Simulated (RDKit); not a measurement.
RDKit input (UFF):

```python
from rdkit import Chem
from rdkit.Chem import AllChem, rdDetermineBonds

mol = Chem.MolFromXYZFile('mol.xyz')
rdDetermineBonds.DetermineBonds(mol, charge=-1)
print('SMILES', Chem.MolToSmiles(Chem.RemoveHs(mol)))
ff = AllChem.UFFGetMoleculeForceField(mol)
e0 = ff.CalcEnergy()
flag = ff.Minimize(maxIts=5000, forceTol=1e-5)
print(f'energy {e0:.4f} -> {ff.CalcEnergy():.4f} kcal/mol, converged: {flag == 0}')
print(Chem.MolToXYZBlock(mol))
```
mol.xyz:
```
4

Si     0.10725614    -0.16236848     0.52794214
F     -0.37054100     1.41778715     0.20037954
F      1.30399675    -0.24843199    -0.65226300
F     -1.10029864    -0.91678197    -0.36935988
```

Output:

```
[21:34:11] UFFTYPER: Unrecognized charge state for atom: 0
SMILES F[Si-](F)F
energy 10.4278 -> 0.0000 kcal/mol, converged: True
4

Si     0.064191   -0.099083    0.322510
F     -0.386833    1.525699    0.313210
F      1.450358   -0.302977   -0.615783
F     -1.187302   -1.033435   -0.313239
```

The dipole moment of an ion depends on the origin.

The geometry given is a B3LYP-D3(BJ)/def2-TZVP minimum.
